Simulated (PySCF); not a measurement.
C2H6O2Si, SMILES O[SiH]1COC1.

Coordinates come from a PBE0-D3(BJ)/def2-SVP optimisation. This is a generated structure with no PubChem entry under its InChIKey; it may be hypothetical. One conformer was computed; it need not be the lowest.

These are CAM-B3LYP/def2-TZVP run with PySCF values and carry that method's errors.

Gas-phase values at a fixed geometry.

```
Quantity                                                                                                        Value
---------------------------------------------------------------------------------------------  ----------------------
total energy                                                                                       -519.78507 hartree
point group                                                                                                        Cs
highest occupied level                                                                                       -8.49 eV
lowest empty level                                                                                            1.11 eV
orbital gap                                                                                                   9.60 eV
dipole moment                                                                                               0.531 e·Å
quadrupole, principal values (traceless, Buckingham form, about the centre of nuclear charge)   -5.97, 2.76, 3.21 D·Å
mean static polarisability                                                                       53.2 bohr³ (7.88 Å³)
polarisability, principal values                                                               49.0, 53.2, 57.2 bohr³
```
